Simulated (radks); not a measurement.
Values are calculated unless marked as measured or tabulated.
How relativity changes the ionisation of the technetium ion Tc2+ ([Kr] 4d5) to Tc3+ ([Kr] 4d4). Spin-unpolarised spherical Kohn-Sham, PBE, point nucleus unless stated (finite: rms radius 4.4112 fm), a radial shooting solver on a logarithmic mesh with Libxc functionals. A level marked "c x" has the speed of light scaled by that factor and shares open shells by 2j + 1; other Dirac levels either fill j = l - 1/2 first or share by 2j + 1.

level                               E(Tc2+) (hartree)  E(Tc3+) (hartree)  IE (eV)   HOMO  <r> HOMO (bohr)
non-rel.                                  -4205.44195        -4204.37329   29.080     4d            1.602
scalar-rel.                               -4284.74686        -4283.69195   28.706     4d            1.618
scalar-rel., finite nucleus               -4284.68233        -4283.62742   28.706     4d            1.618
Dirac, 2j+1 shares                        -4285.42544        -4284.37064   28.703  4d5/2            1.625
Dirac, low j first                        -4285.44804        -4284.40124   28.485  4d5/2            1.627
Dirac, 2j+1 shares, finite nucleus        -4285.36079        -4284.30599   28.703  4d5/2            1.625
Dirac, c x 0.75                           -4353.54281        -4352.49859   28.415  4d5/2            1.643
Dirac, c x 0.85                           -4318.35522        -4317.30566   28.560  4d5/2            1.634
Dirac, c x 5                              -4208.49509        -4207.42698   29.065  4d5/2            1.603

NIST Atomic Spectra Database: 29.550 eV (semi-empirical). The relativistic part of the total energy of Tc2+ is -79.92 hartree (Dirac, 2j+1 shares, finite nucleus), 1.9 % of the non-relativistic value. Spin polarisation and multiplet splitting of open shells are left out at every level.

Beside tabulated values, note that relativity, absent from the non-relativistic runs, is large for the heavy elements, and spin-unpolarised runs miss the spin-polarisation part of the exchange energy of open shells.
